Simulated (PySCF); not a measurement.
Isomers of C4H8ClNSi.

All values: PBE0/def2-SVPD (PySCF) at GFN2-xTB geometries, gas phase, one conformer each. Core orbitals are frozen in the response; Δα² is half the sum of the squared differences of the principal polarisabilities.

Problem. Rank by mean static polarisability, highest first.
A. `[SiH3:1][NH:2][C@@H:3]1[CH:4]=[C:5]([Cl:6])[CH2:7]1` with Si1–N2–C3–C4 -174°
B. `[H]/[N:5]=[CH:4]/[C:3](=[CH:2]/[CH3:1])[SiH2:6][Cl:7]` with C2–C3–C4–N5 179°, C2–C3–Si6–Cl7 104°
C. `[CH3:1][C@@H:2]([CH2:3][C:4]#[N:5])[SiH2:6][Cl:7]` with C1–C2–C3–C4 64°, C1–C2–Si6–Cl7 -179°

Solution. B (14.47 Å³), A (14.08 Å³), C (13.01 Å³).

Problem. Rank by HOMO energy, highest first.
A. `[CH2:1]=[CH:2][CH2:3][Si@H:4]([Cl:5])[N:6]=[CH2:7]` with C1–C2–C3–Si4 110°, C2–C3–Si4–Cl5 -172°, C3–Si4–N6–C7 -118°
B. `[H]/[N:5]=[CH:4]/[C:3](=[CH:2]/[CH3:1])[SiH2:6][Cl:7]` with C2–C3–C4–N5 179°, C2–C3–Si6–Cl7 104°
C. `[CH3:1][C@@H:2]([CH2:3][C:4]#[N:5])[SiH2:6][Cl:7]` with C1–C2–C3–C4 64°, C1–C2–Si6–Cl7 -179°
D. `[SiH3:1][NH:2][C@@H:3]1[CH:4]=[C:5]([Cl:6])[CH2:7]1` with Si1–N2–C3–C4 -174°

Solution. D (-6.89 eV), A (-7.27 eV), B (-7.61 eV), C (-8.68 eV).

Problem. Rank by polarisability anisotropy Δα, lowest first.
A. `[CH2:1]=[CH:2][CH2:3][Si@H:4]([Cl:5])[N:6]=[CH2:7]` with C1–C2–C3–Si4 110°, C2–C3–Si4–Cl5 -172°, C3–Si4–N6–C7 -118°
B. `[H]/[N:5]=[CH:4]/[C:3](=[CH:2]/[CH3:1])[SiH2:6][Cl:7]` with C2–C3–C4–N5 179°, C2–C3–Si6–Cl7 104°
C. `[SiH3:1][NH:2][C@@H:3]1[CH:4]=[C:5]([Cl:6])[CH2:7]1` with Si1–N2–C3–C4 -174°
D. `[CH3:1][C@@H:2]([CH2:3][C:4]#[N:5])[SiH2:6][Cl:7]` with C1–C2–C3–C4 64°, C1–C2–Si6–Cl7 -179°

Solution. D (1.73 Å³), A (4.81 Å³), B (6.42 Å³), C (6.79 Å³).

All values together:

```
                 SMILES  μ (D)  HOMO (eV)  LUMO (eV)  α (Å³)  Δα (Å³)
  C[C@@H](CC#N)[SiH2]Cl   3.95      -8.68      -0.05   13.01     1.73
[SiH3]N[C@@H]1C=C(Cl)C1   0.83      -6.89      -0.30   14.08     6.79
[H]/N=C/C(=C/C)[SiH2]Cl   3.60      -7.61      -1.40   14.47     6.42
      C=CC[Si@H](Cl)N=C   2.34      -7.27      -1.27   14.32     4.81
```

Conformers: `[CH3:1][C@@H:2]([CH2:3][C:4]#[N:5])[SiH2:6][Cl:7]` with C1–C2–C3–C4 64°, C1–C2–Si6–Cl7 -179°; `[SiH3:1][NH:2][C@@H:3]1[CH:4]=[C:5]([Cl:6])[CH2:7]1` with Si1–N2–C3–C4 -174°; `[H]/[N:5]=[CH:4]/[C:3](=[CH:2]/[CH3:1])[SiH2:6][Cl:7]` with C2–C3–C4–N5 179°, C2–C3–Si6–Cl7 104°; `[CH2:1]=[CH:2][CH2:3][Si@H:4]([Cl:5])[N:6]=[CH2:7]` with C1–C2–C3–Si4 110°, C2–C3–Si4–Cl5 -172°, C3–Si4–N6–C7 -118°.
